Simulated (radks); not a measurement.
Effect of the nuclear size on the tin ion Sn+, [Kr] 4d10 5s2 5p1. All-electron calculation, Dirac Kohn-Sham, BLYP, spin-unpolarised, spherical densities, finite nucleus; open shells are shared between the two j in proportion to 2j + 1; Fermi nuclear charge, rms radius 4.6519 fm. Program: a radial shooting solver on a logarithmic mesh with Libxc functionals. The rms radius is varied about that value; shifts are against it.

rms radius (fm)  total energy shift (eV)  density at nucleus (e/bohr^3)  1s1/2 shift (meV)  2s1/2 shift (meV)  4p1/2 shift (meV)  5s1/2 shift (meV)  5p1/2 shift (meV)  5p3/2 shift (meV)
4.0751                            -0.959                      1.951e+05               -402              -46.1              0.157             -0.156              0.038              0.038
4.2053                            -0.752                      1.942e+05               -316              -36.1              0.123             -0.122              0.030              0.030
4.6519                                 0                      1.912e+05              0.000              0.000              0.000              0.000              0.000              0.000
4.8705                             0.392                      1.899e+05                164               18.8             -0.064              0.064             -0.015             -0.016
5.5683                              1.74                       1.86e+05                731               83.6             -0.284              0.283             -0.069             -0.070

Slopes of the eigenvalues against <r^2> in GHz/fm^2, as finite differences over the two radii next to the reference (eigenvalue slopes, not the field-shift constants of lines): 1s1/2 19200, 2s1/2 2200, 4p1/2 -7.48, 5s1/2 7.45, 5p1/2 -1.80, 5p3/2 -1.83.
